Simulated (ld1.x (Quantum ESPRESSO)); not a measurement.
## Scattering properties, RRKJ potential for palladium (Pd)

```json
{"Element": "palladium", "Generator": "ld1.x (Quantum ESPRESSO) 7.5", "Type": "norm-conserving RRKJ (Kleinman–Bylander form)", "Functional": "PBE", "Relativity": "scalar-relativistic", "Frozen core": "[Ar] 3d10", "Valence charge": "18", "Reference configuration": "4s2 4p6 4d10 5s0 5p0", "Partial waves": "4p (bound): rc 1.70 bohr; 4d (bound): rc 2.10 bohr; 4s (bound): rc 1.50 bohr", "Local potential": "the s channel", "Core correction": "a·sin(br)/r model core inside 1.32 bohr"}
```

The phase is arctan(r·u′/u) with u = r·R(r), unwrapped; energies in Ry, scanned from -8 to 5 Ry. A pole is an energy at which the radial function vanishes at the test radius. The pseudo phase is shifted by a multiple of π to meet the all-electron one at the reference energy, and phase errors are pseudo minus all-electron; the curves can meet again beyond the range given. Levels narrower than the energy grid can be missing from the lists of poles.

```tsv
channel	radius (bohr)	reference energy (Ry)	poles, all-electron	poles, pseudo	unbroken range about the reference energy with phases within 0.05 rad	phase error 1 Ry above the reference energy (rad)
s	2.29	-6.27	-6.23, 3.76	-6.23, 2.41	below -1.3	-0.001
p	2.29	-3.76	-3.66	-3.66, 4.03	below -0.2	-0.002
d	2.29	-0.30	0.24	0.24	below 2.8	+0.001
```

Phases in the d channel:

```tsv
E (Ry)	all-electron	pseudo
-8.00	1.418	1.418
-7.76	1.415	1.415
-7.52	1.413	1.413
-7.28	1.411	1.410
-7.04	1.408	1.408
-6.80	1.405	1.405
-6.56	1.402	1.402
-6.32	1.399	1.399
-6.08	1.395	1.395
-5.84	1.392	1.392
-5.60	1.388	1.388
-5.36	1.384	1.384
-5.12	1.380	1.379
-4.88	1.375	1.375
-4.64	1.370	1.369
-4.40	1.364	1.364
-4.16	1.358	1.358
-3.92	1.351	1.351
-3.68	1.344	1.344
-3.44	1.336	1.335
-3.20	1.326	1.326
-2.96	1.316	1.315
-2.72	1.303	1.303
-2.48	1.288	1.288
-2.24	1.270	1.270
-2.00	1.248	1.248
-1.76	1.219	1.218
-1.52	1.178	1.178
-1.28	1.117	1.117
-1.04	1.013	1.013
-0.80	0.791	0.791
-0.56	0.153	0.152
-0.32	-0.917	-0.917
-0.08	-1.361	-1.361
0.16	-1.533	-1.533
0.40	-1.625	-1.625
0.64	-1.687	-1.686
0.88	-1.735	-1.734
1.12	-1.778	-1.776
1.36	-1.819	-1.815
1.60	-1.861	-1.856
1.84	-1.908	-1.901
2.08	-1.964	-1.954
2.32	-2.034	-2.017
2.56	-2.125	-2.099
2.80	-2.252	-2.208
3.04	-2.436	-2.363
3.28	-2.708	-2.586
3.52	-3.083	-2.901
3.76	-3.492	-3.284
4.00	-3.826	-3.645
4.24	-4.056	-3.917
4.48	-4.211	-4.105
4.72	-4.318	-4.235
4.96	-4.395	-4.328
```
